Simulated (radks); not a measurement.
Tb4+, 61 electrons, occupied as [Xe] 4f7. Method: non-relativistic Kohn-Sham, TPSS, spin-polarised, spherical densities, point nucleus; open shells are filled with parallel spins first (spin-orbit coupling, left out, can overturn this in heavy ions); meta-GGA in the generalised Kohn-Sham scheme; relativity is left out, which matters for an element this heavy; computed with a radial shooting solver on a logarithmic mesh with Libxc functionals. Some entries of the table are withheld. Estimate them.

orbital,occ.,eigenvalue (hartree),r(max) (bohr),<r> (bohr)
1s up,1,-1790.208,0.01547,0.02333
1s down,1,-1790.208,0.01547,0.02333
2s up,1,-287.5379,0.08466,0.09923
2s down,1,-287.5364,0.08466,0.09923
2p up,3,-273.7607,0.06592,0.08416
2p down,3,-273.7596,0.06592,0.08416
3s up,1,-65.15493,0.2354,0.2557
3s down,1,-65.03838,0.2352,0.2554
3p up,3,-58.99996,0.2229,0.2456
3p down,3,-58.88997,0.2227,0.2453
3d up,5,-47.57015,0.1780,0.2178
3d down,5,-47.48422,0.1778,0.2175
4s up,1,-14.35351,0.5361,0.5745
4s down,1,-14.10842,0.5357,0.5749
4p up,3,-11.92470,0.5409,0.5872
4p down,3,-11.67607,0.5404,0.5878
4d up,5,-7.59590,0.5461,0.6180
4d down,5,-7.34228,0.5455,0.6198
5s up,1,-3.20411,(1),1.341
5s down,1,-3.10942,(2),1.364
5p up,3,-2.49833,1.318,(3)
5p down,3,-2.42229,1.336,(4)
4f up,7,-2.26548,0.5322,0.7465
4f down,0,-2.02373,0.5337,0.7711

Answer. 
(1) 5s up r(max) (bohr): 1.225
(2) 5s down r(max) (bohr): 1.240
(3) 5p up <r> (bohr): 1.468
(4) 5p down <r> (bohr): 1.496
